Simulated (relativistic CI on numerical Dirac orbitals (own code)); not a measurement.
**V⁴⁺ in a cubic cluster: 1s photoemission with charge transfer**

Computed with a charge-transfer multiplet model of a cubic metal-ligand cluster with up to 2 ligand holes, Slater and spin-orbit integrals from Dirac-Coulomb-Breit ions, Slater integrals scaled by 0.8. The ground state mixes d1 with configurations of k ligand holes L, whose averages lie at kΔ + k(k − 1)U_dd/2; a core hole lowers each added d electron by U_cd. 300 K, Lorentzian 1.1 eV and Gaussian 0.6 eV FWHM.

Atomic integrals in eV (Slater integrals scaled, ζ unscaled), ground: F2dd 8.057, F4dd 5.049, zeta_d 0.029; with the core hole: F2dd 8.057, F4dd 5.049, zeta_d 0.046, G2cd 0.051. Where a configuration has fewer than two d electrons, the dd integrals are those of d2.

Cluster parameters (eV): U_dd = 6.2, U_cd = 7, 10Dq = 1.25, 10Dq(ligand) = 0.9, V(eg) = 2.6, V(t2g) = -1.12, final-state hopping factor = 1.

| Case | n_d | d1 | d2L | d3L2 | S |
| --- | --- | --- | --- | --- | --- |
| Δ = 1.6 eV | 1.75 | 0.37 | 0.52 | 0.11 | 0.50 |
| Δ = 2.6 eV | 1.66 | 0.43 | 0.49 | 0.09 | 0.50 |
| Δ = 3.6 eV | 1.58 | 0.49 | 0.44 | 0.07 | 0.50 |
| Δ = 5.6 eV | 1.44 | 0.60 | 0.36 | 0.04 | 0.50 |
| Δ = 6.6 eV | 1.38 | 0.65 | 0.32 | 0.03 | 0.50 |

Weights, n_d and S are thermal averages at 300 K. Binding energies count from the first peak over 30 % of the highest in each spectrum, which can be another peak from case to case. The parameters are a model scan and need not match a compound or its usual spin state. Peaks in eV (height, largest 100):
- Δ = 1.6 eV: 0.0 (100), 11.9 (13)
- Δ = 2.6 eV: 0.0 (100), 11.8 (14)
- Δ = 3.6 eV: 0.0 (100), 11.3 (14)
- Δ = 5.6 eV: 0.0 (100), 10.5 (18)
- Δ = 6.6 eV: 0.0 (100), 10.3 (18)

For the case Δ = 3.6 eV, Δ = 3.6 eV is smaller than U_dd = 6.2 eV, the charge-transfer side of the Zaanen-Sawatzky-Allen scheme. With the core hole the configuration with one ligand hole lies at Δ − U_cd = -5.4, -4.4, -3.4, -1.4, -0.4 eV from the one without, in the order of the table; where this is negative the screened configuration lies lower, though the effective hopping of about 5.5 eV (from the holes of the mixed ground state) mixes the two strongly wherever it is as large as the gap.

With at most 2 ligand holes the space is cut while the next configuration still counts, so covalency is underestimated, and a final configuration with one more ligand hole, which can lie low, is missing from the spectra.
